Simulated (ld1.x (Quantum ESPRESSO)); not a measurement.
## Te (Z = 52): one change to a TM semilocal potential, before and after

* Element: Te
* Generator: ld1.x (Quantum ESPRESSO) 7.5
* Type: norm-conserving Troullier–Martins (semilocal form)
* Functional: LDA (PZ)
* Relativity: scalar-relativistic
* Frozen core: [Kr]
* Valence charge: 16
* Reference configuration: 4d10 5s2 5p4
* Partial waves: 5s (bound): rc 1.85 bohr; 5p (bound): rc 2.10 bohr; 4d (bound): rc 1.30 bohr
* Local potential: the d channel
* Core correction: Bessel-smoothed model core, default radius (core density twice the valence density)

All-electron outer shells of the reference configuration (LDA (PZ), scalar-relativistic, ld1.x):

```tsv
shell	level (eV)	outermost node (bohr)	outermost maximum (bohr)
4s	-163.99	0.38	0.70
4p	-114.19	0.38	0.74
4d	-41.70	0.36	0.81
5s	-15.36	0.91	1.77
5p	-6.12	1.00	2.17
```

Change: all radii but the core radius scaled by about 0.81 (s 1.50, p 1.70, d 1.06 bohr).

Cutoffs: the cutoffs (Ry, on a coarse ladder) from which the occupation-weighted sum of valence levels, in a spherical-Bessel basis at the reference potential, stays within 10 and 1 mRy of its value at 400 Ry; they do not see the model core or the augmentation charge, which bear on the density cutoff. Errors are all-electron minus pseudo energies relative to the spin-unpolarised reference configuration.

**Question.** How do hardness, ghosts and transferability respond?

**Answer.** The potential gets harder (110 Ry and 180 Ry → 120 Ry and 200 Ry); of the 9 tests that both files solve, the error grows in 3 and shrinks in 4 by more than 15 % and 0.3 meV (median size 6.8 → 3.5 meV); neither file shows a bound ghost. A smaller radius makes the pseudo-wave follow the all-electron one further in, where it bends more sharply, so more plane waves are needed. A semilocal file is local in each channel, so a ghost entry of none says nothing of the separable form that plane-wave codes build from it.

| quantity | base | changed |
| --- | --- | --- |
| cutoff, loose | 110 Ry | 120 Ry |
| cutoff, tight | 180 Ry | 200 Ry |
| loose cutoff by channel (10 mRy a level) | s 21 Ry, p 12 Ry, d 90 Ry | s 35 Ry, p 30 Ry, d 100 Ry |
| bound ghosts | none | none |
| error for 4d10 5s2 5p3, meV [ΔE 9.92 eV] | -0.8 | +0.9 |
| error for 4d10 5s2 5p2, meV [ΔE 28.09 eV] | +1.4 | +8.8 |
| error for 4d10 5s2 5p1, meV [ΔE 55.32 eV] | +6.8 | +21 |
| error for 4d10 5s0 5p6, meV [ΔE 18.92 eV] | -7.7 | +2.5 |
| error for 4d10 5s2 5p4.3, meV [ΔE -1.52 eV] | +0.5 | +0.5 |
| error for 4d10 5s2 5p0, meV [ΔE 92.23 eV] | +8.9 | +20 |
| error for 4d9 5s2 5p4, meV [ΔE 49.31 eV] | -259 | -41 |
| error for 4d10 5s2 5p4 (spin-polarised), meV [ΔE -0.48 eV] | +5.5 | +2.0 |
| error for 4d10 5s2 5p3 (spin-polarised), meV [ΔE 8.60 eV] | +14 | +3.5 |
